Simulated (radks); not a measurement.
Results of a calculation; reference values are marked as such.
The mean radii <r> (bohr) of the occupied orbitals of an atom or ion are listed with their occupations. Level of theory: non-relativistic Kohn-Sham, AM05, spin-polarised, spherical densities, point nucleus (a radial shooting solver on a logarithmic mesh with Libxc functionals).

orbital  occ.      <r>
1s up       1  0.07751
1s down     1  0.07750
2s up       1   0.3674
2s down     1   0.3672
2p up       3   0.3288
2p down     3   0.3286
3s up       1    1.136
3s down     1    1.138
3p up       3    1.220
3p down     2    1.223
4s up       1    3.241
4p up       1    3.770

Name the element and its charge. Open shells, if any, are filled with parallel spins first.

Answer. Z = 20, calcium, charge +1: Ca+ in [Ne] 3s2 3p5 4s1 4p1. The 1s radius gives Z: for a bare nucleus <r> = 1.5/Z, 0.075 bohr for Z = 20, and screening makes it slightly larger (0.07751 here). The occupations add up to 19, and the charge is Z minus that.
